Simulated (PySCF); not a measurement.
## Ionisation energy of Cu²⁺ by level of theory

Cu²⁺ [Ar] 3d9 (2D) → Cu³⁺ [Ar] 3d8 (3F), as a difference of total energies. Computed with PySCF 2.14 in def2-QZVPPD (11s6p5d4f2g, 100 functions), with the non-relativistic Hamiltonian (point nucleus). Correlated levels: valence: [Ar] frozen. The calculations carry no spin-orbit coupling.

| method | ionisation energy (eV) |
| --- | --- |
| UHF | 34.314 |
| MP2 (valence) | 37.048 |
| SCS-MP2 (valence) | 36.807 |
| CCSD (valence) | 36.580 |
| CCSD(T) (valence) | 36.687 |

Q: How much does correlation contribute at CCSD(T) (valence)?

A: 36.687 − (34.314) = 2.373 eV, measured against UHF.

A first-order spin-orbit estimate (lowest level to lowest level, LS coupling) adds -0.072 eV.

These non-relativistic numbers lack the scalar-relativistic shift.

Errors of the correlated levels include the incompleteness of this basis and the frozen core.

For comparison: 36.841 ± 0.012 eV (measured; NIST Atomic Spectra Database, ionization energies).
